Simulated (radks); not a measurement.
Numerical settings for neutral cerium, [Xe] 4f1 5d1 6s2. Method: Dirac Kohn-Sham, BLYP, spin-unpolarised, spherical densities, point nucleus; open shells fill j = l - 1/2 first; computed with a radial shooting solver on a logarithmic mesh with Libxc functionals. The defaults (mesh step 0.008 in ln r, mesh end at 40 bohr or more with all orbitals vanishing there, Anderson mixing 0.5 over 9 steps, residual threshold near 1e-9 with the energy settled to 1e-9 hartree or 1e-11 of itself, here a cap of 82 iterations) give E = -8865.9439 hartree and 5d3/2 at -2.956 eV in 14 iterations. Times are rough (one thread of a shared host). Changes against that run (0 stands for a change within the tolerance of the run):

setting                    iterations  converged  E (mhartree)  e(5d3/2) (meV)  CPU (s)
mesh step in ln r 0.2               2         no      diverged               -     0.03
mesh step in ln r 0.08              4         no      diverged               -     0.02
mesh step in ln r 0.12              4         no      diverged               -     0.02
mesh end (bohr) 400                14        yes             0               0     0.24
mesh end (bohr) 12                 14        yes        +0.595           +42.6     0.22
residual threshold 0.1              7        yes       +0.0138           +53.7     0.16
residual threshold 0.01             7        yes       +0.0138           +53.7     0.16
mixing 2.5                         21        yes             0               0     0.36
linear mixing, mixing 0.8          82         no          +727       -1.26e+04      1.8
linear mixing, mixing 0.2          82         no             0               0     0.81
mixing history 3                   16        yes             0               0     0.25
iteration cap 5                     5         no       +0.0146           -7.68     0.09

No run marked as converged misses the energy by more than 1 mhartree. A mesh that ends early acts as a hard wall.
